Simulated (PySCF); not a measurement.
## How methods differ on the excitation energy of Cu(2+)

Cu(2+) [Ar] 3d9 (2D) → Cu(2+) [Ar] 3d8 4s1 (4F), as a difference of total energies. Computed with PySCF 2.14 in def2-TZVPPD (6s6p4d2f1g, 67 functions), with no relativity, point nucleus. Correlated levels: valence and next inner shell: [Ne] frozen. The calculations carry no spin-orbit coupling.

```json
{"method": "UHF", "excitation energy (eV)": "6.957"}
{"method": "MP2 (valence and next inner shell)", "excitation energy (eV)": "9.394"}
{"method": "SCS-MP2 (valence and next inner shell)", "excitation energy (eV)": "9.173"}
{"method": "CCSD (valence and next inner shell)", "excitation energy (eV)": "8.637"}
{"method": "CCSD(T) (valence and next inner shell)", "excitation energy (eV)": "8.686"}
```

Question: How much does correlation contribute at CCSD(T) (valence and next inner shell)?

Answer: 8.686 − (6.957) = 1.729 eV, measured against UHF.

A first-order spin-orbit estimate (lowest level to lowest level, LS coupling) adds -0.064 eV.
